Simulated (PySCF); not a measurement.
The same groups moved round the core (benzothiophene chloro+silyl). Gas-phase values, no solvent. Strings in code marks are SMILES.

These are PySCF 2.14.0 with PBE0-D3(BJ)/def2-TZVP // PBE0-D3(BJ)/def2-SVP values and carry that method's errors. 

| species | HOMO–LUMO gap (eV) | LUMO (eV) |
|---|---|---|
| `Clc1c([SiH3])c2ccsc2cc1` | 5.25 | -1.36 |
| `c12c(cc(cc1)Cl)cc([SiH3])s2` | 5.16 | -1.46 |
| `[SiH3]c1cc2ccc(Cl)cc2s1` | 5.14 | -1.43 |
| `c12ccsc2cc(Cl)c([SiH3])c1` | 5.36 | -1.21 |
